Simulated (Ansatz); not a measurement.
Program: Ansatz. Geometries: PBE0-D4/def2-TZVP. ΔE: electronic, gas phase. CCSD(T)/CBS adds triple-zeta CCSD(T) − MP2 to the extrapolated MP2 energy (def2 sets, frozen cores). DFT in def2-TZVPP. Elements past krypton have def2 core potentials. For Ge, Sn outer-core shells are correlated without core-valence functions, which leaves a few kJ/mol of doubt a bond. Scalar relativity is left out up to krypton.

`C#[C][GeH2][CH3]` + `C#[C][SnH2][CH3]` → `C#[C][GeH2][C]#C` + `[CH3][SnH2][CH3]`  (redistribution)

```tsv
level	ΔE (kJ/mol)
r2SCAN0-D4	15.3
SCS-MP2/def2-TZVPP	14.5
```

Task: What does CCSD(T)/CBS give? (Best estimate.)

Result: The calculation gave: +14.3 kJ/mol. The listed levels differ from it by 1.0, 0.2 kJ/mol.

Largest T1 diagnostic among the species: 0.013.

Leaving LDA and LC-ωPBE aside and taking each functional with its dispersion term where it has one, the values, not all of them listed here, spread over 3.2 kJ/mol, from BLYP-D4 to ωB97X-V.
